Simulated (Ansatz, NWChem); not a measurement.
# C2H3I (vinyl iodide): from total energies to a heat of formation

C2H3I has 6 atoms, charge 0, and is taken as a singlet. As SMILES, `C=CI`. Geometry: relaxed at PBE0-D4/def2-TZVP.

Total energies at SVWN5/def2-SVP (core potential) (NWChem 7.3.0); the atoms run unrestricted:

```
species    state  energy (Eh)
  C2H3I  singlet  -374.476004
      C  triplet   -37.421645
      I  doublet  -297.246936
      H  doublet    -0.477468
```

Harmonic wavenumbers at PBE0-D4/def2-TZVP, in cm⁻¹: 312, 560, 563, 948, 986, 1004, 1260, 1407, 1667, 3154, 3220, 3250.

Measured heats of formation of the gaseous atoms at 298.15 K, in kJ/mol: C 716.9, I 106.8, H 218.0. Spin-orbit lowering of the atoms at 298 K (mean of the ground term's levels less their thermal mean, from spectra), in kJ/mol: C 0.02, I 30.32. Take 1 Eh = 2625.50 kJ/mol, 1 cm⁻¹ = 0.0119627 kJ/mol, RT = 2.479 kJ/mol.

Question: Work out the heat of formation of the gas at 298 K.

Answer: 
1. Electronic atomisation energy: 2 × (-37.421645) + (-297.246936) + 3 × (-0.477468) − (-374.476004) = 0.953374 Eh = 2503.1 kJ/mol.
2. Zero-point energy: half the sum of the wavenumbers, 9165.5 cm⁻¹ = 109.6 kJ/mol.
3. Thermal vibrational enthalpy, Σ hcν̃/(exp(hcν̃/kT) − 1): 2.4 kJ/mol. Translation, rotation and pV of a non-linear molecule: 4 RT = 9.9 kJ/mol.
4. The 6 free atoms carry 5/2 RT each: 37.2 kJ/mol.
5. Spin-orbit coupling lowers the free atoms by 2 × 0.02 + 30.32 = 30.4 kJ/mol.
6. Atomisation enthalpy at 298 K: 2503.1 − 30.4 − 109.6 − 2.4 − 9.9 + 37.2 = 2388.0 kJ/mol.
7. Sum of the atoms' heats of formation: 2194.6 kJ/mol. Heat of formation: 2194.6 − 2388.0 = -193.4 kJ/mol.

The tabulated value is +130.6 kJ/mol (Active Thermochemical Tables), so this level is off by -324.0 kJ/mol, or 15.7 % of the atomisation enthalpy that the table implies (2063.9 kJ/mol). The LDA overbinds, which puts heats of formation too low. The molecule's own second-order spin-orbit lowering, which matters beside iodine, is left out. Anharmonicity and any spin-orbit splitting of the molecule are left out.
